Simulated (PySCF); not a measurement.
## Electric field gradients and quadrupole coupling constants

C4HCl2F3O.
Z-matrix (Å and degrees, GFN2-xTB geometry), rows numbered from 1:
```
O 
C   1  1.1915
Cl  2  1.7424  1  120.77
C   2  1.4810  1  124.39  3   179.81
C   4  1.3477  2  115.78  1    -1.44
Cl  5  1.6765  4  128.16  2  -179.44
C   4  1.5120  2  119.19  1   179.13
F   7  1.3402  4  111.94  2    62.02
F   7  1.3359  4  113.23  2  -178.24
F   7  1.3395  4  112.11  2   -58.50
H   5  1.0854  4  116.89  2     0.47
```

Field gradients from the PBE0/pcSseg-1 density (PySCF, non-relativistic), principal values in atomic units, ordered |Vxx| ≤ |Vyy| ≤ |Vzz|:

| atom | Vxx | Vyy | Vzz |
| --- | --- | --- | --- |
| O1 | 0.5306 | 1.0558 | -1.5864 |
| Cl3 | -1.1806 | -2.3284 | 3.5090 |
| Cl6 | -1.2735 | -2.6634 | 3.9369 |

Task: Find the asymmetry η = (Vxx − Vyy)/Vzz and the couplings χ = eQV/h (234.96 MHz × Q in barn × V in au), with Q(17O) = −0.0256 b, Q(35Cl) = −0.0817 b.

Result: 
```tsv
atom	environment	nucleus	η	χzz (MHz)	χxx (MHz)	χyy (MHz)
O1	carbonyl oxygen	17O	0.33	9.54	-3.19	-6.35
Cl3	chlorine bonded to C	35Cl	0.33	-67.36	22.66	44.70
Cl6	vinyl chlorine	35Cl	0.35	-75.58	24.45	51.13
```

The tensor is traceless: Vxx + Vyy + Vzz = 0.

Task: What is Vzz at Cl3 in SI units (1 au = 9.71736 × 10²¹ V/m²)?

Result: 3.5090 au = 34.098 × 10²¹ V/m².

Task: And the gradient at the other heavy atoms, for which no coupling is worked out here?

Result: 
| atom | environment | Vzz (au) | η |
| --- | --- | --- | --- |
| C2 | acyl halide carbon | -0.389 | 0.70 |
| C4 | fully substituted alkene carbon | -0.109 | 0.19 |
| C5 | vinylic C–Cl carbon | -0.451 | 0.37 |
| C7 | CF3 carbon | -0.359 | 0.05 |
| F8 | fluorine of a CF3 group | 2.955 | 0.03 |
| F9 | fluorine of a CF3 group | 2.953 | 0.03 |
| F10 | fluorine of a CF3 group | 2.958 | 0.02 |

Isolated species at its GFN2-xTB geometry (one conformer only). GFN2-xTB bond lengths can be off by several hundredths of an ångström, more for odd bonds, and the gradients follow them. With so small a basis the couplings can be 20 % off.
